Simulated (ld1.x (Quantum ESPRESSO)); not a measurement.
Varying the ultrasoft potential for V (Z = 23)

Base potential:

* Element: V
* Generator: ld1.x (Quantum ESPRESSO) 7.5
* Type: ultrasoft
* Functional: LDA (PZ)
* Relativity: scalar-relativistic
* Frozen core: [Ar]
* Valence charge: 5
* Reference configuration: 3d3 4s2 4p0
* Partial waves: 4s (bound): rcut 1.95, rcutus 2.55 bohr; 4s channel at 0.1 Ry: rcut 1.95, rcutus 2.55 bohr; 4p (bound, empty): rcut 2.50, rcutus 3.40 bohr; 4p channel at 4 Ry: rcut 2.50, rcutus 3.40 bohr; 3d (bound): rcut 0.90, rcutus 1.15 bohr; 3d channel at 0.45 Ry: rcut 0.90, rcutus 1.15 bohr
* Local potential: all-electron potential smoothed inside 2.60 bohr (lloc = -1)
* Core correction: Bessel-smoothed model core, default radius (core density twice the valence density)
* Augmentation charge: built from norm-conserving waves at rcut, not smoothed further

All-electron outer shells of the reference configuration (LDA (PZ), scalar-relativistic, ld1.x):

```csv
shell,level (eV),outermost node (bohr),outermost maximum (bohr)
3s,-69.83,0.38,0.82
3p,-43.95,0.35,0.84
3d,-5.38,–,0.88
4s,-4.85,1.17,2.72
4p,-1.53,1.30,3.63
```

Cutoffs, loose and tight: the cutoffs (Ry, on a coarse ladder) from which the occupation-weighted sum of valence levels, in a spherical-Bessel basis at the reference potential, stays within 10 and 1 mRy of its value at 400 Ry. They do not see the model core or the augmentation charge, which bear on the density cutoff. Test errors are all-electron minus pseudo excitation energies from the reference, over the configurations 3d3 4s1 4p0; 3d3 4s0 4p0; 3d2 4s0 4p0; 3d3.5 4s1.5 4p0; 3d3 4s1.5 4p0; 3d2 4s2 4p0; 3d4 4s1 4p0 (two spin-polarised tests are not counted in the largest error). A dash means not determined; rows that change the core or the reference have their own tests.

A true bound ghost makes a file unfit for plane-wave use even where its test errors are small: the radial tests pick states by their node count and pass the ghost by.

The default core radius of the base comes out at 1.49 bohr.

| change | outcome | cutoff, loose | cutoff, tight | bound ghosts | largest test error (meV) |
| --- | --- | --- | --- | --- | --- |
| base | generated | 70 Ry | 120 Ry | p | -428 |
| core correction Bessel-smoothed model core inside 0.58 bohr | generated | 70 Ry | 120 Ry | p | -430 |
| core correction Bessel-smoothed model core inside 0.74 bohr | generated | 70 Ry | 120 Ry | p | -429 |
| core correction Bessel-smoothed model core inside 0.90 bohr | generated | 70 Ry | 120 Ry | p | -430 |
| core correction Bessel-smoothed model core inside 0.98 bohr | generated | 70 Ry | 120 Ry | p | -430 |
| core correction Bessel-smoothed model core inside 1.22 bohr | generated | 70 Ry | 120 Ry | p | -431 |
| core correction Bessel-smoothed model core inside 1.36 bohr | generated | 70 Ry | 120 Ry | p | -430 |

Problem. What comes out with this change to the base: core correction none?

Solution. outcome: generated; cutoff, loose: 70 Ry; cutoff, tight: 120 Ry; bound ghosts: p; largest test error (meV): -149.
